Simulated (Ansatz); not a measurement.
Basis sets compared for [TmCl6]3- (TmCl6³⁻). The state is a triplet with charge -3. Geometry PBE-D4/def2-SVP. Ansatz on 4 threads of Arm Neoverse V2 on a shared host; times are rough, and most runs start from earlier orbitals.

Cartesian coordinates in Å:
```
Tm 0.000 0.000 0.000
Cl -1.806 1.593 1.243
Cl 1.806 -1.593 -1.243
Cl 0.488 -1.269 2.336
Cl -0.489 1.269 -2.336
Cl 1.955 1.782 0.557
Cl -1.955 -1.782 -0.557
```

In the def2 sets Tm takes a core potential; there is no spin–orbit coupling. With an open 4f shell the SCF may have ended on a state above the lowest. A multiply charged anion in the gas phase is held together partly by the finite basis. At PBE-D4/def2-SVP, PBE-D4/def2-TZVP, PBE0-D4/def2-SVP, PBE0-D4/def2-TZVP the highest occupied level of the charge -3 triplet lies above zero (up to 5.64 eV). It is a level of β spin, whose loss leaves a quartet; that state wasn't run at this geometry and level. The electron is either unbound and held by the finite basis, or the level is raised by self-interaction error. No other spin state of charge -3 was run.

| level | functions | energy (Eh) | HOMO (eV) | LUMO (eV) | wall time |
| --- | --- | --- | --- | --- | --- |
| PBE-D4/def2-SVP | 189 | -3845.3798 | 5.64 | 6.20 | 56 s |
| PBE0-D4/def2-SVP | 189 | -3845.3307 | 4.16 | 8.90 | 88 s |

Task: Estimate the rows for PBE-D4/def2-TZVP (with forces), PBE0-D4/def2-TZVP.

Result: 
```
                         level  functions  energy (Eh)  HOMO (eV)  LUMO (eV)  wall time
PBE-D4/def2-TZVP (with forces)        318   -3846.4226       4.81       5.39    1.9 min
             PBE0-D4/def2-TZVP        318   -3846.3492       3.40       8.10    2.9 min
```
